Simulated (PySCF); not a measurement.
The dipole of `C[Si@@H]1NC[C@@H](CF)N1` from its density and from atomic charges.

Coordinates (GFN2-xTB, Å) and charges (e) from the PBE0/pcSseg-1 density (PySCF):

```tsv
atom	x	y	z	Mulliken	IAO	Hirshfeld	ESP-fitted
C1	-2.824	0.339	-0.893	-0.6404	-0.7524	-0.2206	-0.8578
Si2	-1.132	-0.487	-0.725	+0.9932	+1.1507	+0.4211	+1.0225
N3	-0.816	-0.900	0.920	-0.6670	-0.6910	-0.2546	-0.7717
C4	0.580	-0.709	1.232	+0.0271	-0.1451	-0.0249	+0.0372
C5	1.044	0.502	0.415	-0.1400	-0.0069	+0.0086	+0.0988
C6	2.542	0.427	0.130	+0.2575	+0.0362	+0.0167	-0.0829
F7	2.986	1.617	-0.398	-0.3475	-0.3334	-0.1269	-0.2077
N8	0.286	0.479	-0.812	-0.6558	-0.7020	-0.2516	-0.7803
H9	-3.618	-0.384	-0.751	+0.1339	+0.1578	+0.0426	+0.1979
H10	-2.938	0.754	-1.888	+0.1314	+0.1543	+0.0399	+0.2000
H11	-2.970	1.141	-0.176	+0.1413	+0.1611	+0.0440	+0.2103
H12	-0.980	-1.574	-1.710	-0.1417	-0.1872	-0.1046	-0.2213
H13	-1.224	-1.697	1.380	+0.1835	+0.2545	+0.1141	+0.3507
H14	1.185	-1.584	0.951	+0.0972	+0.1056	+0.0284	+0.0454
H15	0.713	-0.531	2.303	+0.1243	+0.1396	+0.0417	+0.0718
H16	0.853	1.427	0.980	+0.1198	+0.1244	+0.0306	+0.1009
H17	2.757	-0.348	-0.612	+0.0967	+0.1421	+0.0394	+0.1250
H18	3.116	0.257	1.046	+0.0959	+0.1300	+0.0415	+0.0916
H19	0.432	1.280	-1.400	+0.1905	+0.2618	+0.1145	+0.3697
```

Problem. What dipole does each set of charges give (1 e·Å = 4.803 D), and what does the density give?

Solution. The full density gives (-0.92, -1.24, 1.04) D, 1.87 D in size; dipole vectors point from the negative to the positive end.

```tsv
scheme	μx	μy	μz	size (D)	share of the full size (%)	angle to the full dipole (°)
Mulliken	0.51	-3.12	1.49	3.49	187	41
IAO	-0.96	-2.86	0.89	3.15	169	24
Hirshfeld	-0.59	-0.92	0.58	1.24	66	7
ESP-fitted	-0.93	-1.25	1.03	1.87	100	1
```

Problem. Which set comes closest?

Solution. Length of the difference vector: ESP-fitted 0.02 D, Hirshfeld 0.66 D, IAO 1.63 D, Mulliken 2.40 D. Closest: ESP-fitted. 

Problem. What is left for the Hirshfeld atoms' own dipoles?

Solution. The shares of the density sum to the whole, so what Σ q r misses lies in dipoles about the nuclei. The atomic dipoles sum to (-0.92, -1.24, 1.04) − (-0.59, -0.92, 0.58) = (-0.33, -0.32, 0.46) D, 0.66 D in size.

Problem. With the origin at the mean of the coordinates, (-0.001, 0.000, 0.000) Å, which are the largest single terms, by size, of the Hirshfeld dipole along the direction of the full one?

Solution. N3 -1.86, F7 +1.69, H13 +1.37, N8 +1.10, H19 -1.02 D; all 19 atoms together +1.23 D. The single terms depend on the origin, their sum doesn't.

Problem. Give the size of the full dipole in other units.

Solution. 1.87 D = 0.735 au = 0.389 e·Å = 6.23 × 10⁻³⁰ C·m.

Isolated species at its GFN2-xTB geometry (one conformer only).

The run behind these numbers computed NMR shieldings as well. On one thread, Intel Xeon at 2.50 GHz (x86_64), shared host with 64 logical CPUs at a one-minute load of 62, this took 84 s wall and 0.87 GiB of memory at its peak.
